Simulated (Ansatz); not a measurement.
Correlation energies of CH5IN2Si (`I[SiH]1NCN1`) by basis set

```xyz
10

I    -0.0170    0.3147    3.0655
Si    0.7730   -0.2748    0.8040
N    -0.3381   -1.0817   -0.2222
C    -0.5561    0.1566   -0.9840
N     0.5776    0.9054   -0.4232
H     2.1057   -0.8633    1.0461
H    -1.1142   -1.6907   -0.0371
H    -0.4539    0.0003   -2.0646
H    -1.5276    0.6250   -0.7763
H     0.5507    1.9085   -0.4083
```

Charge 0, multiplicity 1. Correlated methods include outer-core shells of I, which these sets cover unevenly. I: def2 effective core potential. All single points use the PBE0-D4/def2-TZVP geometry. Frozen core, restricted reference, Ansatz.

```tsv
basis	HF (Eh)	MP2 corr.
def2-SVP	-735.11190	-0.67765
def2-TZVPP	-735.40732	-1.19422
def2-QZVPP	-735.42505	-1.41551
```

(1) Estimate the CCSD correlation energy and the (T) correction in each basis where they were run (hartree).

Results:

(1) 
```tsv
basis	CCSD corr.	(T)
def2-SVP	-0.71903	-0.02126
def2-TZVPP	-1.18999	-0.04129
```
